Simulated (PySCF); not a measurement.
triplet silylene (H$_{2}$Si), triplet, at a GFN2-xTB geometry. Base run: PySCF with B3LYP/6-31G*.

The PySCF input:
```python
from pyscf import gto, scf, dft

mol = gto.M(
    atom='''
Si   -0.00639139   -0.00195053    0.08523542
H     0.04566728    1.28384221   -0.56751131
H     0.04381220   -1.25653473   -0.62578461
''',
    basis='6-31g*',
    spin=2,
    verbose=4,
)

mf = dft.UKS(mol)
mf.xc = 'b3lyp'
mf.kernel()
```

The base run was repeated with changes; each row names its change, and settings that it needs were set with it.

```csv
change,ΔE vs base (mEh),SCF cycles,<S^2>
base,0.000,8,2.002
level_shift = 0.1 (with mf.max_cycle = 100),0.000,9,2.002
conv_tol_grad = 1e-7,0.000,10,2.002
init_guess = vsap,0.000,7,2.002
DIIS = EDIIS,0.000,22,2.002
level_shift = 0.3 (with mf.max_cycle = 100),0.000,13,2.002
init_guess = 1e,0.000,9,2.002
diis_space = 4,0.000,8,2.002
DIIS = ADIIS,0.000,12,2.002
damp = 0.5; diis_start_cycle = 5,0.000,10,2.002
diis = off; damp = 0.6 (with mf.diis_start_cycle = 200; with mf.max_cycle = 150),0.000,24,2.002
level_shift = 0.5 (with mf.max_cycle = 100),0.000,16,2.002
diis_space = 20,0.000,8,2.002
```

Open shells are given as the SCF converged; they aren't shown to be the lowest states, and a large step between rows can be another state.
